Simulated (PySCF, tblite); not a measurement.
Isomers of CH10N2OSi3. Calculated harmonic vibrations of the isolated species, GFN2-xTB (tblite), most abundant isotopes, no scaling. Against measured fundamentals such values can be off by several per cent, at times by over 20. Modes of hydrogen on silicon can be 10 to 20 % off. One conformer each.

Electronic energies: PBE0/pcSseg-1 single points on the GFN2-xTB geometries (PySCF, gas phase).

```
                   SMILES  electronic energy, lowest = 0 (kJ/mol)
NC(=O)[SiH2][SiH2]N[SiH3]                                   249.1
CN1[SiH2][SiH2]O[Si@@H]1N                                     0.0
N[Si@@H]1N[SiH2]CO[SiH2]1                                   147.6
N[SiH2]O[Si@@H]1CN[SiH2]1                                   128.0
```

Question: How do GFN2-xTB zero-point energies change the relative energies?

Answer: 
```
                   SMILES  ZPE (kJ/mol)  of it from modes above 1550 cm⁻¹  electronic (kJ/mol)  with ZPE, lowest = 0 (kJ/mol)  lowest mode (cm⁻¹)  rings
CN1[SiH2][SiH2]O[Si@@H]1N         300.7                             160.1                  0.0                            0.0                  61      1
N[SiH2]O[Si@@H]1CN[SiH2]1         297.0                             162.5                128.0                          124.4                 13i      1
N[Si@@H]1N[SiH2]CO[SiH2]1         299.0                             162.0                147.6                          145.9                  35      1
NC(=O)[SiH2][SiH2]N[SiH3]         280.2                             163.5                249.1                          228.6                 13i      0
```

The zero-point energies span 20.5 kJ/mol, from `NC(=O)[SiH2][SiH2]N[SiH3]` to `CN1[SiH2][SiH2]O[Si@@H]1N`. Slightly imaginary modes are left out of the zero-point energy: `N[SiH2]O[Si@@H]1CN[SiH2]1` 13.4i cm⁻¹ and `NC(=O)[SiH2][SiH2]N[SiH3]` 13.4i cm⁻¹. The order is unchanged.

Question: And how do the electronic energies of GFN2-xTB itself compare?

Answer: `CN1[SiH2][SiH2]O[Si@@H]1N` 0.0; `N[SiH2]O[Si@@H]1CN[SiH2]1` 133.8; `N[Si@@H]1N[SiH2]CO[SiH2]1` 155.6; `NC(=O)[SiH2][SiH2]N[SiH3]` 338.7 kJ/mol, lowest = 0. Against the energies above, taken from the same isomer `CN1[SiH2][SiH2]O[Si@@H]1N`, the largest difference is 89.6 kJ/mol.
